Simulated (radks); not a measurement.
Values are calculated unless marked as measured or tabulated.
Problem. The technetium ion Tc2+, [Kr] 4d5. Level of theory: non-relativistic Kohn-Sham, exchange-only LDA, spin-polarised, spherical densities, point nucleus (a radial shooting solver on a logarithmic mesh with Libxc functionals). Every spin shell is full or empty, so the densities are truly spherical. Functionals are evaluated on that one density, not self-consistently. Rank these exchange functionals by their error against the exact value of the orbitals, and give that value: LDA, B88, PBE, RPBE, PW86, OPTX, WC, G96, EV93, MS2, Tao-Mo, MVS.

Solution. Exact: -123.900 hartree. From best to worst, with 100 (|E| - |E exact|)/|E exact| (equal figures are ties): B88 +0.03, MVS +0.05, PW86 -0.11, EV93 -0.19, RPBE -0.22, G96 +0.33, PBE -0.44, MS2 -0.53, Tao-Mo -0.77, WC -0.92, OPTX +1.06, LDA -5.18.
